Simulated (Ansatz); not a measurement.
Ansatz (a first-principles code) input (CCSD(T)/aug-cc-pV(Q+d)Z):
A basis named .json is the Basis Set Exchange file of that set.

Ansatz 0.2 input:
```yaml
crystal:
  periodic: [false, false, false]
  atoms:
    - {symbol: Si, position_ang: [-2.12757141, -0.04419921, 0.03306321]}
    - {symbol: Si, position_ang: [0.15965135, -0.20058441, 0.49450411]}
    - {symbol: Cl, position_ang: [1.00252976, 1.68152035, 0.37390363]}
    - {symbol: Cl, position_ang: [1.04739383, -1.43433144, -0.90445564]}
    - {symbol: H, position_ang: [-2.73459779, -1.39333050, 0.10852280]}
    - {symbol: H, position_ang: [-2.29432823, 0.51180563, -1.32798614]}
    - {symbol: H, position_ang: [-2.76686738, 0.84782289, 1.02801429]}
    - {symbol: H, position_ang: [0.49797330, -0.74153869, 1.82489055]}
basis:
  gaussian:
    orbitals: aug-cc-pV_Q+d_Z.json
magnetization: {spin_polarized: false}
correlation: {method: ccsd_t, electrons: outside_noble_gas}
```

End of the output:

```
20 core orbitals not correlated
reference -40800.37934567 eV, -1499.3862854630 hartree; 13, 13 occupied and 507, 507 virtual orbitals, 3240 factors
second order -18.68545147 eV of doubles, -0.00000000 eV of singles
coupled cluster: 117.40 GiB planned
cycle   1  -19.71381161 eV  change    -1.0e0 eV  update   8.9e-2
cycle   2  -20.20164652 eV  change   -4.9e-1 eV  update   2.7e-2
cycle   3  -20.27820435 eV  change   -7.7e-2 eV  update   1.2e-2
cycle   4  -20.26684463 eV  change    1.1e-2 eV  update   3.1e-3
cycle   5  -20.26578203 eV  change    1.1e-3 eV  update   1.2e-3
cycle   6  -20.26581589 eV  change   -3.4e-5 eV  update   3.4e-4
cycle   7  -20.26569145 eV  change    1.2e-4 eV  update   1.1e-4
cycle   8  -20.26571040 eV  change   -1.9e-5 eV  update   3.4e-5
cycle   9  -20.26573201 eV  change   -2.2e-5 eV  update   1.3e-5
perturbative correction -0.91252555 eV, -0.0335346954 hartree
Total energy: -40821.55760323 eV, -1500.1645720730 hartree
```
